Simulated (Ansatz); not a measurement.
System: SnH₃, charge -1, multiplicity 1. 
Geometry from a B3LYP-D3(BJ)/def2-TZVP (Ansatz, a quantum-chemistry and plane-wave program) optimisation:
```
Sn
H 1 1.8076
H 1 1.8076 2 92.58
H 1 1.8076 2 92.58 3 -92.70
```
Charge -1, spin multiplicity 1.

Question: Give the harmonic wavenumbers at B3LYP-D3(BJ)/def2-TZVP (Ansatz, finite differences of forces, unscaled).

Answer: 730, 743, 743, 1547, 1547, 1550 cm⁻¹. Zero-point energy 9.8 kcal/mol.

Question: From these and the geometry, give the ideal-gas thermochemistry at 298.15 K and 1 atm (rigid rotor, harmonic oscillator).

Answer: Point group C3v, rotational symmetry number 3. Rotational constants 79.41, 79.41, 73.42 GHz. S(trans) 40.30, S(rot) 15.01, S(vib) 0.82, S(elec, spin only) 0.00, S 56.1 cal/(mol K). H(298) - H(0) 2.56 kcal/mol; G - E(el) -4.4 kcal/mol.
